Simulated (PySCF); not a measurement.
## Circular dichroism: `C(C[C@@H](C)[C@H](F)Cl)#N`, C5H7ClFN

Geometry (Å), atoms numbered from 1 in this order:
```xyz
15

C    -0.5323   -1.3661   -0.8105
C     0.0948   -0.0333   -0.4130
C     1.0006   -0.2132    0.8197
C     1.7150    0.9987    1.1302
N     2.2737    1.9695    1.3564
C    -0.9784    1.0055   -0.0869
F    -1.8050    0.5438    0.8908
Cl   -1.9715    1.3790   -1.5192
H    -1.1661   -1.2370   -1.6836
H    -1.1386   -1.7570    0.0037
H     0.2416   -2.0905   -1.0505
H     0.6872    0.3622   -1.2442
H     0.3967   -0.4990    1.6860
H     1.7290   -1.0050    0.6278
H    -0.5511    1.9502    0.2714
```

Computed, not measured: TDDFT wB97X-D/def2-SVPD circular dichroism and optical rotation, one conformer, gas phase in PySCF. Geometry: GFN2-xTB.

The molecule is flexible and this is one conformer; a measurement averages over conformers.

What are the CIP labels of the stereocentres?

C2 R, C6 R.

Which excitations and rotatory strengths does the calculation give?

Rotatory strengths R in 10⁻⁴⁰ esu² cm², velocity form and length form (origin at the centre of mass); f in length form.
```
state  E (eV)  λ (nm)       f  R (velocity)  R (length)                                    main
    1    7.58     164  0.0008          -0.8        -0.6        HOMO→LUMO 0.49, HOMO→LUMO+1 0.33
    2    7.91     157  0.0002          -0.2        -0.1  HOMO−2→LUMO+2 0.32, HOMO−3→LUMO+3 0.17
    3    7.97     156   0.004          -0.7        -1.3    HOMO−1→LUMO 0.44, HOMO−1→LUMO+1 0.30
    4    8.27     150   0.005          -1.7        -1.7  HOMO−2→LUMO+2 0.24, HOMO−3→LUMO+3 0.23
    5    8.29     150   0.003          +1.2        +1.2  HOMO−2→LUMO+3 0.24, HOMO−3→LUMO+2 0.21
    6    8.87     140   0.024         -11.5       -11.8        HOMO→LUMO+1 0.39, HOMO→LUMO 0.22
    7    9.21     135   0.013         -40.1       -39.8      HOMO−2→LUMO 0.40, HOMO−1→LUMO 0.15
    8    9.28     134   0.019         +71.9       +68.6      HOMO−3→LUMO 0.44, HOMO→LUMO+4 0.09
    9    9.35     133   0.053         -17.5       -16.5  HOMO−1→LUMO+1 0.26, HOMO−1→LUMO+4 0.17
   10    9.47     131   0.011         -25.6       -25.3    HOMO−4→LUMO+2 0.55, HOMO−4→LUMO 0.09
   11    9.56     130   0.020         +22.2       +22.7      HOMO→LUMO+4 0.22, HOMO→LUMO+7 0.14
   12    9.58     129   0.035         -89.1       -88.6  HOMO−4→LUMO+3 0.39, HOMO−4→LUMO+1 0.09
   13    9.69     128   0.063         +30.4       +30.2      HOMO−5→LUMO 0.15, HOMO→LUMO+3 0.10
   14    9.75     127   0.038         +35.0       +36.1      HOMO−6→LUMO 0.15, HOMO→LUMO+5 0.13
   15    9.82     126   0.022         +11.2       +10.9                        HOMO→LUMO+2 0.41
   16    9.87     126   0.044         +42.9       +43.0    HOMO−1→LUMO+4 0.16, HOMO→LUMO+6 0.11
```

Among the states computed, the strongest CD band (largest |R|) is state 12. The largest dissymmetry factor in size, g = 4R/(D+G), with D and G the electric and magnetic dipole strengths, is +0.053 for state 8 (velocity form, f = 0.019), among bands with |R| over 0.5. The mirror image has the same energies and oscillator strengths and all R with the opposite sign.
